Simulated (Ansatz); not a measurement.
C2H8AlNSi (`C=N[CH]([AlH2])[SiH3]`) at its PBE0-D4/def2-TZVP geometry, where that method's forces vanish. Charge 0, multiplicity 1.

```xyz
13

C    -0.9294    2.1096   -0.2864
N    -0.7465    0.8898   -0.5520
C     0.2213    0.1303    0.1774
Al    1.6101   -0.5548   -1.0494
Si   -0.6218   -1.4031    0.8790
H    -1.6671    2.6722   -0.8549
H    -0.3747    2.6412    0.4993
H     0.6979    0.6779    1.0140
H     2.8099   -1.3701   -0.4046
H     1.5094   -0.2961   -2.6059
H    -0.9273   -2.3627   -0.2216
H     0.3074   -2.0721    1.8291
H    -1.8892   -1.0622    1.5760
```

**Question.** What forces (eV/Å) does ωB97M-V/def2-TZVPP give on these atoms in Ansatz 0.2.0? (Estimate.)

**Answer.** Computed: 
```
C1  -0.023  0.095  0.010
N2  -0.251  0.198 -0.178
C3   0.324 -0.246  0.230
Al4  0.080 -0.023 -0.077
Si5 -0.080 -0.064  0.080
H6   0.065 -0.053  0.053
H7  -0.034 -0.076 -0.065
H8  -0.057 -0.023 -0.068
H9  -0.123  0.078 -0.064
H10  0.011 -0.023  0.163
H11  0.042  0.104  0.106
H12 -0.100  0.072 -0.108
H13  0.147 -0.039 -0.082
```
